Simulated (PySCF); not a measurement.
Computed shifts of a molecule C₄H₄ClF, PBE/pcSseg-1 (PySCF), GIAO, gas phase, atoms alike by connectivity averaged where their shifts nearly agree, in ppm (number of nuclei): ¹⁹F: -214.1 (1). ¹³C: 153.4 (1), 141.5 (1), 90.7 (1), 53.7 (1). ¹H: 6.41 (1), 5.69 (1), 3.24 (2). References: ¹⁹F against CFCl3 (σ = 133.6 ppm); ¹³C against TMS (σ = 182.0 ppm); ³⁵Cl against HCl (σ = 936.5 ppm); ¹H against TMS (σ = 31.49 ppm), references at their B3LYP-D3(BJ)/def2-TZVP geometries, non-relativistic (without spin–orbit terms, shifts of atoms bonded to Cl or Br come out too high). Geometry: TPSSh-D3(BJ)/def2-SVP. One conformer was computed; it need not be the lowest.

Identify the compound among the candidates.
A. C=C=C(F)CCl
B. C#CC[C@H](F)Cl
C. F[C@H]1C=C(Cl)C1
D. FC1=C(Cl)CC1

C, F[C@H]1C=C(Cl)C1
